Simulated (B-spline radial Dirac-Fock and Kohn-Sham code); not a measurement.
Dipole and non-dipole photoemission parameters of W 5s

System: neutral tungsten, [Xe] 4f14 5d4 6s2; threshold 75.60 eV (tabulated edge). The computed values come from a radial finite-basis atomic code: Dirac-Hartree-Slater photoionisation with a Latter tail; cross sections with all multipoles, angular parameters from the dipole term and its interference with E2.

Input of the calculation (task.json; shells as n, l, electrons):

```json
{"items": [{
  "Z": 74,
  "q": 0,
  "cfg": [[1, 0, 2], [2, 0, 2], [2, 1, 6], [3, 0, 2], [3, 1, 6], [3, 2, 10], [4, 0, 2], [4, 1, 6], [4, 2, 10], [4, 3, 14], [5, 0, 2], [5, 1, 6], [5, 2, 4], [6, 0, 2]],
  "A": 184,
  "rrms": 5.3658,
  "do": "xps",
  "hv": [52.0, 61.4, 86.5, 88.5, 109.0, 120.0, 130.0, 138.0, 150, 230.0, 382.0, 400, 501.0, 600, 960.0, 1253.6, 1290.0, 1890.0, 1910.0, 2000, 2460.0, 2690.0, 2910.0, 4000, 5414.7, 8047.8, 8430.0, 9940.0, 10700.0, 12700.0],
  "edges": {"K": 69525.0, "L1": 12100.0, "L2": 11544.0, "L3": 10207.0, "M1": 2820.0, "M2": 2575.0, "M3": 2281.0, "M4": 1872.0, "M5": 1809.0, "N1": 594.1, "N2": 490.4, "N3": 423.61, "N4": 255.9, "N5": 243.5, "O1": 75.6}
}]}
```

Launch: `python xray2_run.py task.json out`

```
hν (eV)  σ (kb)      β       γ
   86.5    52.6  0.076  -0.262
   88.5    52.9  0.185  -0.279
    109       ?      ?       ?
    120    64.2  1.147  -0.137
    130    65.8  1.283  -0.077
    138    66.1  1.364  -0.035
    150    65.6  1.455   0.019
    230    54.2  1.703   0.229
    382    33.7  1.817   0.374
    400    32.0  1.824   0.384
    501    24.5  1.849   0.420
    600    19.5  1.866   0.436
    960    10.1  1.897   0.435
 1253.6    6.75  1.910   0.399
   1290    6.46  1.911   0.394
   1890    3.53  1.925   0.296
   1910    3.47  1.925   0.293
   2000    3.22  1.927   0.278
   2460    2.28  1.933   0.202
   2690    1.96  1.935   0.166
   2910    1.71  1.937   0.134
   4000   0.980  1.943   0.003
 5414.7   0.564  1.948  -0.102
 8047.8   0.265  1.952  -0.157
   8430   0.242  1.953  -0.154
   9940   0.176  1.954  -0.127
  10700   0.152  1.954  -0.104
  12700   0.108  1.955  -0.022
```

Task: Give the values at 109 eV.

Result: σ = 60.5 kb, β = 0.928, γ = -0.213. For an s subshell δ is negligible.
